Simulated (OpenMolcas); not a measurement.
# Ge: terms and fine structure

* Program: OpenMolcas 26.06
* Method: RASSCF
* Basis: ANO-RCC-VQZP [7s6p4d2f1g]
* Scalar Hamiltonian: DKH2, point nucleus
* Active space: 4 electrons in 9 orbitals (RAS2 4s 4p; RAS3 4d, at most 2 electrons)
* State averaging: 2S+1 = 3 even, 3 roots; 2S+1 = 1 even, 6 roots; 2S+1 = 5 odd, 1 root; 2S+1 = 3 odd, 5 roots; 2S+1 = 1 odd, 5 roots (0 in the spin-orbit step)
* Spin-orbit coupling: RASSI with atomic mean-field integrals over the reference wave functions, term energies averaged over their components

Spin-free terms above the lowest, with the occupations of the reference:

| Configuration | Term | E (cm⁻¹) | Occupations |
| --- | --- | --- | --- |
| 4s² 4p² | ³P | 0.0 | 4s 1.94 4p 2.02 4d 0.04 |
| 4s² 4p² | ¹D | 8445 | 4s 1.94 4p 2.01 4d 0.05 |
| 4s² 4p² | ¹S | 19086 | 4s 1.91 4p 2.05 4d 0.05 |
| 4s 4p³ | ⁵S° | 34672 | 4s 1.00 4p 2.97 4d 0.03 |

With spin-orbit coupling, above the lowest level:

```tsv
Configuration	Term	J	E (cm⁻¹)	Measured (cm⁻¹)	g	Term weight %
4s² 4p²	³P	0	0.0	0.0		100
4s² 4p²	³P	1	484	557	1.501	100
4s² 4p²	³P	2	1273	1410	1.499	99
4s² 4p²	¹D	2	9386	7125	1.003	99
4s² 4p²	¹S	0	20053	16367		100
4s 4p³	⁵S°	2	35571	41927	2.002	100
```

Against the 5 measured excited levels shown (NIST Handbook of Basic Atomic Spectroscopic Data) the mean absolute deviation is 2500 cm-1; the largest miss in energy is 4s 4p³ ⁵S°₂: computed 35571, measured 41927 cm⁻¹ (-15.2 %), and the largest in proportion 4s² 4p² ¹D₂ (+31.7 %).

Spin-orbit coupling puts the lowest level 899 cm⁻¹ below the lowest spin-free term.

For ³P the intervals divided by the larger J are 483.6, 394.9 cm-1. Landé's interval rule makes them equal in pure LS coupling; they differ by 20 % of their mean. The multiplet is regular.

Some high roots are left out of the spin-orbit mixing, which shifts the levels that they would mix with. Without dynamic correlation excited terms often stand tens of per cent too high (terms of higher spin than the ground term too low), and those without a measured partner can miss by more than the paired ones. Active for correlation alone: 4d; no level in the range computed is led by a configuration that fills it, so any true level of that kind is missing. Measured partners are found by configuration, term and J. A level has none where our copy of the source lacks it or the pairing is in doubt (some pairs that miss far off the trend of their configuration count as doubtful), and it then counts in no deviation. Levels of configurations outside the active space are missing. The first state left out of the spin-orbit step lies near 65000 cm-1 above the lowest spin-free state of the reference (among the parities and spins computed), and the list stops at four fifths of that energy or lower.

The term weight is that of the spin-free term in the level, not the purity of its configuration. ° marks odd parity.
